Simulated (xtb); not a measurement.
xtb input (GFN1-xTB):

```bash
xtb mol.xyz --gfn 1 --sp --chrg 0 --uhf 0
```
mol.xyz:
```
3

Ca    -0.28121009    -0.09863860    -0.75686038
O     -0.33280527    -0.05175931     1.22314709
O      1.03583051     0.29835580     0.66900385
```

Output:

```
           -------------------------------------------------
          |                Calculation Setup                |
           -------------------------------------------------

           -------------------------------------------------
          |                 G F N 1 - x T B                 |
           -------------------------------------------------

        Reference                      10.1021/acs.jctc.7b00118
      * Hamiltonian:
        H0-scaling (s, p, d)           1.850000    2.250000    2.000000
        zeta-weighting                 0.000000
      * Dispersion:
        s8                             2.400000
        a1                             0.630000
        a2                             5.000000
        s9                             0.000000
      * Repulsion:
        kExp                           1.500000
        rExp                           1.000000
      * Coulomb:
        alpha                          2.000000
        third order                    atomic
        anisotropic                    false
      * Halogen bond correction:
        rad-scale                      1.300000
        damping                        0.440000

          ...................................................
          :                      SETUP                      :
          :.................................................:
          :  # basis functions                  18          :
          :  # atomic orbitals                  17          :
          :  # shells                            7          :
          :  # electrons                        14          :
          :  # halogen bonds                     0          :
          :  max. iterations                   250          :
          :  Hamiltonian                  GFN1-xTB          :
          :  restarted?                      false          :
          :  GBSA solvation                  false          :
          :  PC potential                    false          :
          :  electronic temp.          300.0000000     K    :
          :  accuracy                    1.0000000          :
          :  -> integral cutoff          0.2500000E+02      :
          :  -> integral neglect         0.1000000E-07      :
          :  -> SCF convergence          0.1000000E-05 Eh   :
          :  -> wf. convergence          0.2000000E-04 e    :
          :  Broyden damping             0.4000000          :
          :  net charge                          0          :
          :  unpaired electrons                  0          :
          ...................................................

 iter      E             dE          RMSdq      gap      omega  full diag
   1     -9.1763277 -0.917633E+01  0.103E+01    0.01       0.0  T
   2     -9.5713734 -0.395046E+00  0.108E+01    6.87       1.0  T
   3     -9.7238106 -0.152437E+00  0.811E+00    5.35       1.0  T
   4    -15.8266167 -0.610281E+01  0.501E+01    0.40       1.0  T
   5    -52.5062926 -0.366797E+02  0.819E+01    0.04       1.0  T
   6    -52.1632197  0.343073E+00  0.814E+01    0.02       1.0  T
   7     -9.6945222  0.424687E+02  0.110E+01    5.88       1.0  T
   8     -8.8997168  0.794805E+00  0.133E+01    0.14       1.0  T
   9     -9.5668411 -0.667124E+00  0.145E+01    6.87       1.0  T
  10     -9.5798563 -0.130152E-01  0.144E+01    6.87       1.0  T
  11     -9.4862665  0.935898E-01  0.158E+01    6.87       1.0  T
  12     -9.4752771  0.109894E-01  0.157E+01    6.88       1.0  T
  13     -9.5086278 -0.333507E-01  0.988E+00    6.88       1.0  T
  14     -9.8003397 -0.291712E+00  0.423E+00    4.00       1.0  T
  15     -9.9006868 -0.100347E+00  0.142E+00    0.76       1.0  T
  16     -9.9131499 -0.124632E-01  0.350E-01    1.19       1.0  T
  17     -9.9100011  0.314881E-02  0.770E-01    1.00       1.0  T
  18     -9.9112313 -0.123025E-02  0.633E-01    1.05       1.0  T
  19     -9.9111281  0.103224E-03  0.641E-01    1.05       1.0  T
  20     -9.9131842 -0.205609E-02  0.254E-01    1.20       1.0  T
  21     -9.9134478 -0.263543E-03  0.124E-01    1.24       1.0  T
  22     -9.9135279 -0.801292E-04  0.359E-02    1.28       1.6  T
  23     -9.9135349 -0.696403E-05  0.767E-03    1.29       7.5  T
  24     -9.9135352 -0.336151E-06  0.110E-04    1.29     524.0  T
  25     -9.9135352 -0.696030E-10  0.116E-06    1.29   49642.1  T

   *** convergence criteria satisfied after 25 iterations ***

         #    Occupation            Energy/Eh            Energy/eV
      -------------------------------------------------------------
         1        2.0000           -0.6705950             -18.2478
         2        2.0000           -0.5995893             -16.3157
         3        2.0000           -0.4808300             -13.0841
         4        2.0000           -0.4558733             -12.4049
         5        2.0000           -0.4488657             -12.2143
         6        2.0000           -0.3415978              -9.2953
         7        2.0000           -0.3394767              -9.2376 (HOMO)
         8                         -0.2919238              -7.9437 (LUMO)
         9                         -0.1362951              -3.7088
        10                         -0.1348135              -3.6685
        11                         -0.1308330              -3.5601
        12                         -0.1220763              -3.3219
       ...                                ...                  ...
        17                          0.3109105               8.4603
      -------------------------------------------------------------
                  HL-Gap            0.0475528 Eh            1.2940 eV
             Fermi-level           -0.3156519 Eh           -8.5893 eV

 SCC (total)                   0 d,  0 h,  0 min,  0.002 sec
 SCC setup                      ...        0 min,  0.000 sec (  2.009%)
 Dispersion                     ...        0 min,  0.000 sec (  0.877%)
 classical contributions        ...        0 min,  0.000 sec (  0.525%)
 integral evaluation            ...        0 min,  0.000 sec ( 18.848%)
 iterations                     ...        0 min,  0.001 sec ( 55.092%)
 molecular gradient             ...        0 min,  0.000 sec ( 20.514%)
 printout                       ...        0 min,  0.000 sec (  1.926%)

         :::::::::::::::::::::::::::::::::::::::::::::::::::::
         ::                     SUMMARY                     ::
         :::::::::::::::::::::::::::::::::::::::::::::::::::::
         :: total energy              -9.900633478988 Eh    ::
         :: gradient norm              0.036481893395 Eh/a0 ::
         :: HOMO-LUMO gap              1.293978181969 eV    ::
         ::.................................................::
         :: SCC energy                -9.913535187182 Eh    ::
         :: -> electrostatic           0.129057520730 Eh    ::
         :: repulsion energy           0.013289432623 Eh    ::
         :: dispersion energy         -0.000387724429 Eh    ::
         :: halogen bond corr.         0.000000000000 Eh    ::
         :: add. restraining           0.000000000000 Eh    ::
         :: total charge              -0.000000000096 e     ::
         :::::::::::::::::::::::::::::::::::::::::::::::::::::

           -------------------------------------------------
          |                Property Printout                |
           -------------------------------------------------

    * Orbital Energies and Occupations

         #    Occupation            Energy/Eh            Energy/eV
      -------------------------------------------------------------
         1        2.0000           -0.6705950             -18.2478
         2        2.0000           -0.5995893             -16.3157
         3        2.0000           -0.4808300             -13.0841
         4        2.0000           -0.4558733             -12.4049
Note: The following floating-point exceptions are signalling: IEEE_DENORMAL
normal termination of xtb
         5        2.0000           -0.4488657             -12.2143
         6        2.0000           -0.3415978              -9.2953
         7        2.0000           -0.3394767              -9.2376 (HOMO)
         8                         -0.2919238              -7.9437 (LUMO)
         9                         -0.1362951              -3.7088
        10                         -0.1348135              -3.6685
        11                         -0.1308330              -3.5601
        12                         -0.1220763              -3.3219
        13                         -0.1190566              -3.2397
        14                         -0.0685226              -1.8646
        15                         -0.0381829              -1.0390
        16                          0.1019123               2.7732
        17                          0.3109105               8.4603
      -------------------------------------------------------------
                  HL-Gap            0.0475528 Eh            1.2940 eV
             Fermi-level           -0.3156519 Eh           -8.5893 eV

  Mulliken/CM5 charges         n(s)   n(p)   n(d)
     1Ca    0.89091  1.32109   0.247  0.200  0.662
     2O    -0.44545 -0.66055   1.743  4.702  0.000
     3O    -0.44545 -0.66055   1.743  4.702  0.000

Wiberg/Mayer (AO) data.
largest (>0.10) Wiberg bond orders for each atom

 ---------------------------------------------------------------------------
     #   Z sym  total        # sym  WBO       # sym  WBO       # sym  WBO
 ---------------------------------------------------------------------------
     1  20 Ca   1.978 --     3 O    0.989     2 O    0.989
     2   8 O    1.965 --     1 Ca   0.989     3 O    0.976
     3   8 O    1.965 --     1 Ca   0.989     2 O    0.976
 ---------------------------------------------------------------------------

Topologies differ in total number of bonds
Writing topology from bond orders to xtbtopo.mol

 dipole moment from electron density (au)
     X       Y       Z
  -1.6728  -0.5868  -4.5024  total (Debye):   12.299

           -------------------------------------------------
          | TOTAL ENERGY               -9.900633478988 Eh   |
          | GRADIENT NORM               0.036481893395 Eh/α |
          | HOMO-LUMO GAP               1.293978181969 eV   |
           -------------------------------------------------

------------------------------------------------------------------------
------------------------------------------------------------------------
 total:
 SCF:
```
